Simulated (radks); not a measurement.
Q: Species: K II. Configuration: [Ar]. Calculated with a radial shooting solver on a logarithmic mesh with Libxc functionals: Dirac Kohn-Sham, PBEsol, spin-unpolarised, spherical densities, point nucleus. Some entries of the table are withheld. Estimate them.

| orbital | occ. | eigenvalue (eV) | <r> (bohr) |
|---|---|---|---|
| 1s1/2 | 2 | -3522.887 | 0.08112 |
| 2s1/2 | 2 | (1) | (2) |
| 2p1/2 | 2 | -287.8848 | (3) |
| 2p3/2 | 4 | -284.9983 | (4) |
| 3s1/2 | 2 | -41.3345 | 1.268 |
| 3p1/2 | 2 | (5) | (6) |
| 3p3/2 | 4 | (7) | (8) |

A: 
(1) 2s1/2 eigenvalue (eV): -358.9216
(2) 2s1/2 <r> (bohr): 0.3880
(3) 2p1/2 <r> (bohr): 0.3492
(4) 2p3/2 <r> (bohr): 0.3516
(5) 3p1/2 eigenvalue (eV): -25.0072
(6) 3p1/2 <r> (bohr): 1.421
(7) 3p3/2 eigenvalue (eV): -24.7376
(8) 3p3/2 <r> (bohr): 1.429
